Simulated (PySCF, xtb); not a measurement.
CH9NSi2, SMILES N([SiH3])([SiH3])C.

Harmonic wavenumbers (cm⁻¹) from GFN2-xTB run with xtb at its own minimum, in rising order: 87, 95, 136, 220, 244, 323, 546, 561, 571, 586, 633, 746, 764, 778, 805, 808, 830, 952, 1099, 1154, 1182, 1432, 1499, 1509, 2176, 2187, 2219, 2225, 2293, 2311, 2915, 2982, 2990.

Question: What does PBE-D3(BJ)/def2-SVP run with PySCF give at its own minimum? (An estimate is asked for; the answer gives what the named calculation found.)

Answer: 95, 107, 131, 190, 220, 256, 539, 630, 673, 681, 726, 875, 885, 898, 918, 929, 950, 968, 1091, 1123, 1167, 1397, 1415, 1432, 2122, 2127, 2143, 2149, 2183, 2193, 2919, 2991, 3020. Paired by order, the mean absolute difference is 62 cm⁻¹ and the zero-point energies are 57.0 and 57.4 kcal/mol.
